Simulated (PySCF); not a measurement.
Compound: C₄H₆Si₂.
SMILES: `C#C[SiH2]C#C[SiH3]`

Level of theory: TDDFT B3LYP/def2-SVPD, vertical, gas phase, core orbitals frozen in the response (PySCF). Isolated species at its PBE0-D3(BJ)/def2-SVP geometry, gas phase.

Orbital energies (eV): HOMO-3 -8.31, HOMO-2 -8.19, HOMO-1 -7.96, HOMO -7.91, LUMO -1.05, LUMO+1 -1.01, LUMO+2 -0.33.

Computed singlets:

```
state  E (eV)       f
   S1    5.43  0.0003
   S2    5.61  0.0018
   S3    5.61  0.0047
   S4    5.87  0.0001
   S5    6.02   0.018
   S6    6.08  0.0009
```

Question: Which orbital pair leads each of S1 and S2, and how does its energy difference Δε compare with the excitation energy?

Answer: 

```json
{"state": "S1", "leading configuration": "HOMO→LUMO", "weight": "0.61", "Δε (eV)": "6.86", "E (eV)": "5.43", "E − Δε (eV)": "-1.43", "f": "0.0003", "other configurations": "H-1→L+1 (22%)"}
{"state": "S2", "leading configuration": "HOMO-1→LUMO+1", "weight": "0.67", "Δε (eV)": "6.95", "E (eV)": "5.61", "E − Δε (eV)": "-1.34", "f": "0.0018", "other configurations": "H→L (23%)"}
```

E − Δε runs from -1.43 to -1.34 eV. Among themselves, these states come in the order of their orbital differences.

H and L stand for HOMO and LUMO. The other states: S3 5.61 eV, f 0.0047, H-1→L (44%), H→L+1 (37%), H-2→L+1 (8%); S4 5.87 eV, f 0.0001, H-2→L (51%), H-2→L+2 (19%), H→L+2 (10%); S5 6.02 eV, f 0.018, H-3→L (24%), H-2→L+1 (23%), H→L+1 (15%); S6 6.08 eV, f 0.0009, H-3→L+1 (52%), H-1→L+3 (16%), H-3→L+3 (14%).

Summed over the main configurations (up to three a state, each over 8%) of all 6 singlets, the electron leaves HOMO-1 with weight 1.49, HOMO with weight 1.46, HOMO-2 with weight 1.01 and HOMO-3 with weight 0.90.

Cost: about 24 s of CPU time on one thread; the machine was shared, so the figure is rough.
